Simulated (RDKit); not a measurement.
RDKit input (MMFF94):

```python
from rdkit import Chem
from rdkit.Chem import AllChem, rdDetermineBonds

mol = Chem.MolFromXYZFile('mol.xyz')
rdDetermineBonds.DetermineBonds(mol, charge=0)
print('SMILES', Chem.MolToSmiles(Chem.RemoveHs(mol)))
ff = AllChem.MMFFGetMoleculeForceField(mol, AllChem.MMFFGetMoleculeProperties(mol))
e0 = ff.CalcEnergy()
flag = ff.Minimize(maxIts=5000, forceTol=1e-5)
print(f'energy {e0:.4f} -> {ff.CalcEnergy():.4f} kcal/mol, converged: {flag == 0}')
print(Chem.MolToXYZBlock(mol))
```
mol.xyz:
```
14

C     -1.53979150     0.26545639     0.27089219
C     -0.62338202    -0.98154047     0.20237947
C      0.59707019    -0.03733106     0.27862315
C     -0.32373306     1.12397970    -0.15764146
N      1.71320044    -0.34677875    -0.60216196
H     -1.85565850     0.48487070     1.29119961
H     -2.41652261     0.27983329    -0.37473893
H     -0.66443027    -1.45559828    -0.77908749
H     -0.72968169    -1.74198353     0.97616781
H      0.89113256     0.10039388     1.32883462
H     -0.18380706     2.09367149     0.32031273
H     -0.28014244     1.24464730    -1.24079997
H      2.17970751    -1.19598411    -0.30018422
H      2.40601783     0.39421310    -0.57209056
```

Output:

```
SMILES NC1CCC1
energy 19.6701 -> 13.9239 kcal/mol, converged: True
14

C     -1.509262    0.264453    0.290657
C     -0.596880   -0.977580    0.170484
C      0.592277   -0.017487    0.390871
C     -0.300819    1.102854   -0.185028
N      1.645427   -0.330514   -0.563916
H     -1.823400    0.484622    1.317473
H     -2.385096    0.277461   -0.362590
H     -0.652710   -1.457614   -0.814608
H     -0.740069   -1.739056    0.942070
H      0.905725    0.115595    1.430687
H     -0.196209    2.082675    0.289000
H     -0.269961    1.231982   -1.274215
H      2.137418   -1.199248   -0.358829
H      2.363539    0.389705   -0.630351
```
